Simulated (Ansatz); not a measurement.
H2S2Sn, SMILES `[SH][Sn][SH]`, relaxed with RKS PBE0-D4/def2-TZVP in Ansatz from a GFN2-xTB geometry. The force threshold is 0.005 eV/Å; the program also tests the step.

The species carries charge 0 and has multiplicity 1. Sn takes the def2 core potential.

Start:

```xyz
5

S    -0.363   -1.170   -0.855
Sn   -0.503   -0.030    1.312
S     0.868    1.888    0.683
H    -1.114   -2.224   -0.572
H     1.112    1.537   -0.569
```

Question: How much energy does the relaxation release, and in how many steps? (Best estimate.)

Answer: The calculation gave: 2.68 kJ/mol, in 7 steps, 2 of them rejected.

Question: Which bonds change most? (An estimate is asked.)

Answer: The calculation gave: S1–Sn2 from 2.452 to 2.431 Å; S3–H5 from 1.323 to 1.344 Å; S1–H4 from 1.325 to 1.344 Å; Sn2–S3 from 2.439 to 2.432 Å.

Question: Give the relaxed structure. (Best estimate.)

Answer: The calculation gave: 
```xyz
5

S    -0.337   -1.118   -0.877
Sn   -0.513   -0.053    1.301
S     0.850    1.866    0.685
H    -1.091   -2.174   -0.528
H     1.090    1.479   -0.580
```
